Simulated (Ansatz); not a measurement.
CH2O2Si, SMILES `O=C[Si]O` (excited triplet; O–C–Si–O torsion 0°, C–Si–O–H torsion 0°) (charge 0, multiplicity 3). This triplet is an excited state, 1.20 eV above the relaxed singlet at the level frozen-core CCSD(T)/cc-pVTZ // PBE0-D3(BJ)/def2-TZVP (Ansatz, a program for electronic structure).

Cartesian coordinates (Å):
```xyz
6

O     -0.9562     0.9041     0.8010
C     -1.0517    -0.1313     0.1652
Si     0.5595    -0.9282    -0.4420
O      1.8232    -0.0032     0.0434
H     -1.9998    -0.6323    -0.0792
H      1.6250     0.7908     0.5498
```
Charge 0, spin multiplicity 3.

Frozen-core energies in 6-31g from Ansatz at a geometry from PBE0-D3(BJ)/def2-TZVP; the HF reference has <S^2> = 2.13 and the T1 diagnostic is 0.049.

| level | energy (Ha) | difference from CCSDT(Q) (mHa) |
|---|---|---|
| HF | -477.48409 | 404.31 |
| MP2 | -477.84062 | 47.78 |
| CCSD | -477.87045 | 17.95 |
| CCSD(T) | -477.88296 | 5.44 |
| CCSDT | -477.88599 | 2.41 |
| CCSDT(Q) | -477.88840 | 0.00 |
